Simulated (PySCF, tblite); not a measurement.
**Question.** What does the GFN2-xTB structure of `C1CSCCP1CC#C` look like in three dimensions?

**Answer.** 
```xyz
20
C7H11PS angstrom
C      3.875   -0.557    0.578
C      2.960    0.051    0.102
C      1.832    0.765   -0.446
P      0.332    0.533    0.645
C     -0.086   -1.214    0.149
C     -1.505   -1.565    0.561
S     -2.743   -0.710   -0.466
C     -2.325    1.011   -0.043
C     -0.911    1.374   -0.464
H      4.690   -1.078    0.982
H      2.056    1.836   -0.479
H      1.619    0.412   -1.461
H      0.032   -1.344   -0.932
H      0.621   -1.879    0.656
H     -1.696   -1.299    1.604
H     -1.709   -2.626    0.420
H     -3.064    1.618   -0.568
H     -2.463    1.133    1.034
H     -0.771    2.456   -0.366
H     -0.749    1.096   -1.510
```

Any rigid rotation of these coordinates is as good. Atoms count from 1 in this order. The 4 C–C bonds span 1.197 Å (C1≡C2, drawn triple) to 1.519 Å (C8–C9, drawn single), a spread of 0.322 Å. Of the pairs four or more bonds apart, H12···H13 is among the closest relative to their van der Waals radii: 2.42 Å, 101 % of the sum of Bondi's values. The 6-membered ring P4–C5–C6–S7–C8–C9 has internal angles of 96.6° to 112.0°; it is puckered, 0.32 Å rms from its mean plane, widest ring torsion 72°. P4 (phosphine phosphorus) is pyramidal (angles 98.1°, 97.6° and 96.6°, sum 292.3°, 0.93 Å off the plane of its three neighbours).

Bonds between heavy atoms (Å): C1≡C2 1.197, C2–C3 1.443, C3–P4 1.870, P4–C5 1.864, C5–C6 1.519, C6–S7 1.822, S7–C8 1.822, C8–C9 1.519, P4–C9 1.866.

Structure optimised with GFN2-xTB, isolated species.

Point group: C1 (no symmetry element, even within 0.4 Å). Its GFN2-xTB frequencies are all real (lowest 42 cm⁻¹). One conformer, not necessarily the lowest (C2–C3–P4–C5 -75°, C3–P4–C5–C6 -163°, P4–C5–C6–S7 72°, C5–C6–S7–C8 -62°, C6–S7–C8–C9 63°). 3 starts were optimised and ended at 0.00, 2.76 and 4.99 kcal/mol (GFN2-xTB); the lowest of these is shown.

All values are computed, not measured.
